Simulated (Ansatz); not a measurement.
HfAl₆. The state is a quintet with charge 0. Geometry r2SCAN-D4/def2-SVP; atoms count from 1.

```
atom   x (Å)   y (Å)   z (Å)
 Hf1   1.138   1.396   0.560
 Al2  -1.873  -1.125  -0.196
 Al3   0.602  -1.594  -0.069
 Al4  -1.609   1.392   0.526
 Al5  -0.399  -0.426   2.112
 Al6   2.364  -0.214  -1.265
 Al7  -0.223   0.572  -1.667
```

In the def2 sets Hf takes a core potential; there is no spin–orbit coupling. At PBE0-D4/def2-TZVP a singlet of charge 0 lies 0.84 eV below the quintet, each at its own geometry. The structure comes from a short search, and lower isomers may exist.

**Question.** Estimate the Mulliken populations from the PBE0/def2-TZVP orbitals of Ansatz.

**Answer.** 
```json
{"atom": "Hf1", "charge (e)": "0.00", "spin (α − β)": "1.63", "d electrons": "2.43"}
{"atom": "Al2", "charge (e)": "0.05", "spin (α − β)": "0.44", "d electrons": "–"}
{"atom": "Al3", "charge (e)": "-0.01", "spin (α − β)": "0.03", "d electrons": "–"}
{"atom": "Al4", "charge (e)": "-0.02", "spin (α − β)": "0.18", "d electrons": "–"}
{"atom": "Al5", "charge (e)": "-0.02", "spin (α − β)": "0.68", "d electrons": "–"}
{"atom": "Al6", "charge (e)": "-0.01", "spin (α − β)": "0.65", "d electrons": "–"}
{"atom": "Al7", "charge (e)": "0.01", "spin (α − β)": "0.39", "d electrons": "–"}
```
Mulliken values and Mayer orders depend strongly on the basis.

**Question.** Where does the spin sit?

**Answer.** Summed by element: Hf 1.63, Al 2.37, of 4 unpaired in all. Largest on single atoms: Hf1 1.63, Al5 0.68, Al6 0.65.

**Question.** And the Mayer bond orders between bonded heavy atoms (over 0.3)?

**Answer.** Hf1–Al3 0.53 (3.10 Å); Hf1–Al4 0.92 (2.75 Å); Hf1–Al5 0.84 (2.84 Å); Hf1–Al6 1.06 (2.72 Å); Hf1–Al7 0.88 (2.74 Å); Al2–Al3 0.71 (2.52 Å); Al2–Al4 0.60 (2.63 Å); Al2–Al5 0.40 (2.83 Å); Al2–Al7 0.42 (2.79 Å); Al3–Al5 0.53 (2.67 Å); Al3–Al6 0.70 (2.54 Å); Al3–Al7 0.34 (2.82 Å); Al4–Al5 0.46 (2.70 Å); Al4–Al7 0.48 (2.72 Å); Al6–Al7 0.52 (2.73 Å). Values over 0.3 also appear between atoms too far apart for a bond (Hf1–Al2 0.37 at 4.00 Å); they arise where an orbital or an unpaired electron spreads over both atoms.
